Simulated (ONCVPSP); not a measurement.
**Which change was made? (Ru, ONCV)**

* Element: Ru
* Generator: ONCVPSP 4.0.1
* Type: optimised norm-conserving Vanderbilt (ONCV)
* Functional: PBE
* Relativity: scalar-relativistic
* Frozen core: [Kr]
* Valence charge: 8
* Reference configuration: 4d7 5s1
* Partial waves: 5s: rc 2.90 bohr, ncon 4, nbas 7, qcut 2.3 1/bohr, 2 projectors, debl 1 Ha; p scattering state at 0.1 Ha: rc 3.15 bohr, ncon 4, nbas 7, qcut 2.9 1/bohr, 2 projectors, debl 3.8 Ha; 4d: rc 2.35 bohr, ncon 4, nbas 8, qcut 5.3 1/bohr, 2 projectors, debl 2.4 Ha; f scattering state at 0.18 Ha: rc 2.55 bohr, ncon 4, nbas 7, qcut 5 1/bohr, 1 projector
* Local potential: polynomial inside 1.75 bohr (lpopt 3, dvloc0 1 Ha)
* Core correction: polynomial model core, fcfact 0.65

In the p channel the program set the typed energies aside and used 0.050, 3.850 Ha.

Cutoffs, loose and tight: the cutoffs (Ha) at which the residual kinetic energy of the hardest occupied pseudo-wave falls to 1 and 0.1 mHa per electron. They do not see the model core or the augmentation charge, which bear on the density cutoff. Test errors are all-electron minus pseudo excitation energies from the reference, over the configurations 4d7 5s0; 4d6 5s0; 4d5 5s0; 4d7 5s0.5; variants that change the core or the reference have their own tests.

The base gives: outcome: generated, projector energies reset by the program; cutoff, loose: 13 Ha; cutoff, tight: 26 Ha; bound ghosts: none; GHOST(+) flags above zero: s, p; largest test error (meV): -183.

Question: After one change the result is: outcome: generated, projector energies reset by the program; cutoff, loose: 20 Ha; cutoff, tight: 52 Ha; bound ghosts: none; GHOST(+) flags above zero: s, p; largest test error (meV): -268. Which change was it?
A. d: rc 3.26
B. d: rc 2.06
C. d: rc 1.66; local potential polynomial inside 1.66 bohr (lpopt 3, dvloc0 1 Ha)
D. d: rc 2.96

Answer: B. The others give: d: rc 2.96 → outcome: generated, projector energies reset by the program; cutoff, loose: 11 Ha; cutoff, tight: 12 Ha; bound ghosts: none; GHOST(+) flags above zero: s, p; largest test error (meV): +128 | d: rc 3.26 → outcome: generated, projector energies reset by the program; cutoff, loose: 9.7 Ha; cutoff, tight: 12 Ha; bound ghosts: none; GHOST(+) flags above zero: s, p; largest test error (meV): +348 | d: rc 1.66; local potential polynomial inside 1.66 bohr (lpopt 3, dvloc0 1 Ha) → outcome: generated, projector energies reset by the program; cutoff, loose: 72 Ha; cutoff, tight: 87 Ha; bound ghosts: none; GHOST(+) flags above zero: s, p; largest test error (meV): -332.
